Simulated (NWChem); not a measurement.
# C₂H₄Cl₂; SMILES CC(Cl)Cl

Program: NWChem. Medium grid unless said otherwise, to which SCAN and Minnesota functionals are sensitive. The geometry was optimised at PBE0/def2-SVP. Computed dipoles belong to the equilibrium geometry; the measured one is vibrationally averaged.

Measured dipole moment: 2.06 D (NIST CCCBDB, as tabulated in the package chemicals).

Task: Which of these levels lies farthest from the measured value, and how do the others fare: PBE0/def2-TZVPD; B3LYP/def2-TZVPD; TPSS/def2-TZVPD; Hartree-Fock/def2-TZVPD; BLYP/def2-TZVPD; CAM-B3LYP/def2-TZVPD; PBE/def2-TZVPD; M06-2X/def2-TZVPD; LDA (Slater exchange, VWN5)/def2-TZVPD; r2SCAN/def2-TZVPD?

Result: Hartree-Fock/def2-TZVPD.
```json
[
 {"level": "LDA (Slater exchange, VWN5)/def2-TZVPD", "dipole moment (D)": "2.06", "computed − measured": "0.00", "relative time (rough)": "1"},
 {"level": "PBE/def2-TZVPD", "dipole moment (D)": "2.02", "computed − measured": "-0.04", "relative time (rough)": "1"},
 {"level": "BLYP/def2-TZVPD", "dipole moment (D)": "2.01", "computed − measured": "-0.05", "relative time (rough)": "1"},
 {"level": "TPSS/def2-TZVPD", "dipole moment (D)": "2.06", "computed − measured": "0.00", "relative time (rough)": "1"},
 {"level": "r2SCAN/def2-TZVPD", "dipole moment (D)": "2.10", "computed − measured": "+0.04", "relative time (rough)": "1"},
 {"level": "B3LYP/def2-TZVPD", "dipole moment (D)": "2.06", "computed − measured": "0.00", "relative time (rough)": "1"},
 {"level": "PBE0/def2-TZVPD", "dipole moment (D)": "2.08", "computed − measured": "+0.02", "relative time (rough)": "1"},
 {"level": "M06-2X/def2-TZVPD", "dipole moment (D)": "2.10", "computed − measured": "+0.04", "relative time (rough)": "1"},
 {"level": "CAM-B3LYP/def2-TZVPD", "dipole moment (D)": "2.09", "computed − measured": "+0.03", "relative time (rough)": "10"},
 {"level": "Hartree-Fock/def2-TZVPD", "dipole moment (D)": "2.23", "computed − measured": "+0.17", "relative time (rough)": "1"}
]
```
